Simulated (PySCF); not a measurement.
**W³⁺ (tungsten, charge +3) across methods**

[Xe] 4f14 5d3, high-spin 4F determinant. Computed with PySCF 2.14 in x2c-TZVPPall (11s7p7d3f1g, 97 functions), with the spin-free X2C one-electron Hamiltonian (Gaussian nucleus).

| method | E (hartree) | mean ε 4f α (eV) | mean ε 4f β (eV) | mean ε 5d α (eV) | Σ⟨r²⟩ (bohr²) | ⟨S²⟩ |
| --- | --- | --- | --- | --- | --- | --- |
| M06-2X | -16143.24 | -72.593 | -72.042 | -35.078 | 35.63 | 3.751 |
| PBE0 | -16141.43 | -67.080 | -66.714 | -33.852 | 35.79 | 3.752 |
| r2SCAN | -16141.75 | -62.992 | -62.601 | -32.611 | 35.71 | 3.753 |
| BP86 | -16143.66 | -62.681 | -62.356 | -32.274 | 35.89 | 3.751 |
| UHF | -16136.53464 | -79.497 | -79.119 | -37.919 | 35.68 | 3.755 |
| PBE | -16141.64 | -62.577 | -62.244 | -32.238 | 35.94 | 3.751 |
| LDA | -16131.26 | -63.015 | -62.657 | -32.281 | 35.96 | 3.751 |
| CAM-B3LYP | -16142.58 | -68.174 | -67.805 | -35.172 | 35.90 | 3.751 |

Spin-orbit coupling, absent here, splits the open shell strongly.
